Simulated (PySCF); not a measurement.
Potential energy of CdH along the bond

Set-up: basis Cd cc-pVDZ-PP with ECP28, H cc-pVDZ; scalar-relativistic core potentials; PySCF 2.14. Energies in eV from Cd + H in their ground configurations at the same level. All curves are PBE0. state 1: ²Σ⁺ (doublet), unpaired electrons σ ↑; state 2: quartet, unpaired electrons σ ↑↑, π ↑, a second solution, started from another occupation.

```csv
R (Å),state 1,state 2
1.520,-0.4706,5.3577
1.590,-0.6616,5.0663
1.661,-0.7678,4.8362
1.714,-0.8056,4.6939
1.767,-0.8160,4.5717
1.820,-0.8051,4.4660
1.891,-0.7663,4.3461
1.979,-0.6923,4.2233
2.085,-0.5844,4.1070
2.226,-0.4365,3.9920
```

Task: Put a parabola through the three lowest points of the state 1 curve and estimate Re, k and ωe (reduced mass 0.999 u; 1 eV/Å² = 0.16022 mdyn/Å; ωe = 1302.8·√(k/μ) cm⁻¹).

Result: Through R = 1.714, 1.767, 1.82 Å the second-order coefficient is 3.79 eV/Å², so Re ≈ 1.766 Å, k ≈ 1.21 mdyn/Å and ωe ≈ 1437 cm⁻¹. A polynomial fit of higher order to the unrounded PBE0 energies gives Re = 1.764 Å, k = 1.22 mdyn/Å, ωe = 1442 cm⁻¹; anharmonicity and rounding make the difference.

The higher-order fit for each curve: state 1: Re = 1.764 Å, ωe = 1442 cm⁻¹, De = 0.82 eV. State 2 gave no clean fit.

Spin–orbit coupling is left out. The state was picked by a PBE0 search and need not be the measured ground state.
